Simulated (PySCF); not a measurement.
# Simulated absorption spectrum

Compound: C3HF4PS.
InChI=1S/C3HF4PS/c4-2-1(8(2)9)3(5,6)7/h8H

Computed, not measured: TDDFT B3LYP/def2-SVPD, vertical, gas phase, core orbitals frozen in the response (PySCF). Isolated species at its GFN2-xTB geometry, gas phase. Torsions of this conformer, `[F:1][C:2]1=[C:3]([C:4]([F:5])([F:6])[F:7])[P@@H:8]1=[S:9]`: C2–C3–C4–F5 4°.

Each state is given a Gaussian of 0.3 eV full width at half maximum, with ε(max) = 2.175×10⁸ f / Δν̃ (Δν̃ the width in cm⁻¹). The width is an assumption, not a result. The curve ends short of the highest state used, and states not computed would add to its high-energy end.

(λ (nm), ε (L mol⁻¹ cm⁻¹)): (219.3, 1052), (221.3, 2050), (223.2, 3391), (225.1, 5009), (227.0, 6691), (229.0, 8235), (230.9, 9217), (232.8, 9535), (234.7, 9129), (236.7, 8022), (238.6, 6552), (240.5, 4956), (242.4, 3476), (244.4, 2212), (246.3, 1341), (248.2, 763), (250.1, 414), (252.1, 217), (254.0, 130), (255.9, 99), (257.8, 98), (259.8, 113), (261.7, 132), (263.6, 149), (265.5, 162), (267.5, 169), (269.4, 167), (271.3, 159), (273.2, 145), (275.2, 126), (277.1, 105), (279.0, 84), (280.9, 64), (282.9, 46), (284.8, 33), (286.7, 22), (288.6, 14), (290.6, 8), (292.5, 5), (294.4, 3), (296.3, 2), (298.3, 1), (300.2, 0), (302.1, 0)

Q: Locate the maxima and give the states behind the curve.

A: 268 nm (4.62 eV), ε about 170, made up of S1 (53%) and S2 (38%); 233 nm (5.33 eV), ε about 9500, made up of S5 (64%) and S6 (30%) (ε in L mol⁻¹ cm⁻¹; maxima over ε = 5, shares over 10%). The states used: S1 4.55 eV (f 0.0012); S2 4.70 eV (f 0.0008); S3 4.72 eV (f 0.0002); S4 5.19 eV (f 0.011); S5 5.29 eV (f 0.071); S6 5.43 eV (f 0.046); S7 6.15 eV (f 0.013); S8 6.25 eV (f 0.032).

Q: What would ε be at 5.33 eV, the highest of these maxima, with half the width (0.15 eV)?

A: About 12800 L mol⁻¹ cm⁻¹ against 9540, a factor of about 1.3; a lone state at its own centre would give exactly 2.

Q: On this curve, what absorbance would a 10⁻⁵ mol/L sample give at 254 nm over a 1 cm path?

A: 254 nm is 4.881 eV, where ε is about 130 L mol⁻¹ cm⁻¹, so A = ε c l ≈ 0.0013 (Beer–Lambert, with the gas-phase spectrum and the assumed width).

Q: Coming from long wavelengths, where does ε first pass 100 L mol⁻¹ cm⁻¹?

A: At about 278 nm (4.47 eV), 0.09 eV below S1.

Time: 29 s of wall time; peak memory 0.81 GiB. Hardware: an Arm Neoverse V2 with one thread, shared host with 96 logical CPUs at a one-minute load of 42.
